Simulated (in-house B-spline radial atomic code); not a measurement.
# Removing one electron from Rb7+

Closed shell [Ar] 3d10 4s2. Computed with an all-electron radial atomic-structure program (B-spline basis): Koopmans values of Dirac-Hartree-Fock plus a diagonal self-energy, in second order or with its direct term screened (direct RPA, with the hole-particle interaction, or full time-dependent Hartree-Fock), linearised in energy; no-pair Dirac-Coulomb Hamiltonian, finite nucleus. Shifts add to the Koopmans value (the ΔSCF shift is orbital relaxation alone); the final value takes TDHF screening with Breit and QED.

Command:
```bash
python run_mb.py task.json out
```
Settings (nuclear radius in fm, box in bohr, cutoff in hartree):
```
basis_form          2
Z                   37
core_configuration  [Ar] 3d10 4s2
rms_radius          4.2036
mass_number         85
speed_of_light      137.036
box_radius          8.943
lmax                7
intervals           62
virtual_cutoff      5476.0
```

Run time, properties included: 14 s on 1 thread of Intel(R) Xeon(R) Platinum 8488C, on a shared host.

Energies in eV:

```csv
subshell,Koopmans,ΔSCF shift,second order,direct RPA,hole-particle,TDHF,Breit + QED,final
4s1/2,130.83,-0.212,?,?,?,?,?,?
```

Task: What does the self-energy do to 4s1/2?

Result: It shifts the removal energy by 1.937 eV in second order, 1.182 with direct RPA, 1.387 with the hole-particle term and 1.616 with TDHF screening (quasi-particle weight 0.982); Breit and QED add -0.078 eV. The final value is 132.37 eV, against 132.79 ± 0.25 eV (NIST, semi-empirical). The mixing of s² with p² in the ground state is caught to low order only, which falls short in light ions.
